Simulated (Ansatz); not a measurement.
A nudged elastic band was laid between two geometries of CH5FGe + H2S (11 atoms, charge 0, multiplicity 1).

Theory: RKS PBE-D4/def2-SVP in Ansatz 0.2.0.

```
movable images  : 7
climbing image  : yes
spring          : 5.0 eV/Å²
optimiser       : quadratic models (default)
start path      : through a guess of the saddle point
force threshold : 0.05 eV/Å
iteration limit : 60
end points      : relaxed
```

First end point:

```xyz
11
Properties=species:S:1:pos:R:3
Ge 0.255 -0.549 -1.094
F 1.416 0.778 -0.813
H 0.970 -1.468 -2.121
H -0.998 0.126 -1.713
C -0.072 -1.403 0.626
H 0.541 2.006 0.556
S -0.472 2.411 1.380
H -0.513 -0.660 1.318
H 0.878 -1.785 1.047
H -0.774 -2.251 0.496
H -1.230 2.796 0.317
```

Last end point:

```xyz
11
Properties=species:S:1:pos:R:3
Ge -0.639 -0.118 -0.747
F 2.185 0.856 0.540
H 0.369 0.011 -1.916
H -2.066 -0.387 -1.302
C -0.090 -1.393 0.626
H 1.378 1.369 0.602
S -0.682 1.897 0.342
H -0.839 -1.433 1.439
H 0.884 -1.039 1.015
H 0.023 -2.403 0.188
H -0.524 2.642 -0.788
```

What changes between the two ends?

Bonds broken: Ge1–F2, H6–S7. Bonds formed: Ge1–S7, F2–H6. CH5FGe + H2S becomes CH6GeS + FH.

What energy profile does the band end with?

It converged. The highest image is number 4 of 0 to 8, 97.6 kJ/mol above the first end and 96.2 kJ/mol above the last; the last end lies 1.4 kJ/mol above the first. A vibrational analysis at the climbing image gives one clearly imaginary mode, 416i cm⁻¹: a first-order saddle point. The orbitals stay closed-shell, which can raise the energy where a bond breaks towards radicals; this wasn't checked here.

| image | path coordinate (Å) | energy (kJ/mol) | Ge1–F2 (Å) | H6–S7 (Å) | Ge1–S7 (Å) |
| --- | --- | --- | --- | --- | --- |
| 0 | 0.00 | 0.0 | 1.79 | 1.37 | 3.93 |
| 1 | 0.63 | 1.1 | 1.79 | 1.37 | 3.78 |
| 2 | 1.26 | 5.7 | 1.79 | 1.37 | 3.54 |
| 3 | 1.89 | 40.6 | 1.85 | 1.41 | 3.05 |
| 4 | 2.52 | 97.6 | 2.11 | 1.65 | 2.64 |
| 5 | 3.17 | 54.1 | 2.58 | 1.90 | 2.39 |
| 6 | 3.83 | 14.3 | 3.02 | 2.07 | 2.30 |
| 7 | 4.48 | 4.3 | 3.16 | 2.14 | 2.29 |
| 8 | 5.13 | 1.4 | 3.25 | 2.14 | 2.29 |

What is the geometry of the highest image?


```xyz
11
Properties=species:S:1:pos:R:3:forces:R:3
Ge -0.105 -0.159 -0.758 0.01 0.00 0.00
F 1.645 0.984 -0.497 -0.01 0.00 -0.01
H 0.747 -0.701 -1.949 0.00 0.00 0.00
H -1.476 0.219 -1.399 0.00 0.00 0.00
C -0.134 -1.457 0.701 0.00 -0.02 0.02
H 1.018 1.626 0.214 0.01 0.00 0.00
S -0.466 1.882 0.878 -0.01 0.00 0.00
H -0.978 -1.259 1.387 0.00 0.00 0.00
H 0.818 -1.384 1.262 0.00 0.00 0.00
H -0.215 -2.479 0.279 0.00 0.00 -0.01
H -0.854 2.727 -0.118 0.00 0.00 0.00
```

What are the harmonic wavenumbers there?

416i, 59, 119, 161, 247, 340, 413, 432, 510, 595, 630, 711, 801, 829, 924, 1025, 1081, 1200, 1338, 1377, 1387, 2023, 2036, 2622, 2988, 3093, 3115 cm⁻¹.

Time of the run: 2.8 min on 2 threads of Intel(R) Xeon(R) Platinum 8488C (Sapphire Rapids), on a shared host, peak memory 0.18 GiB.
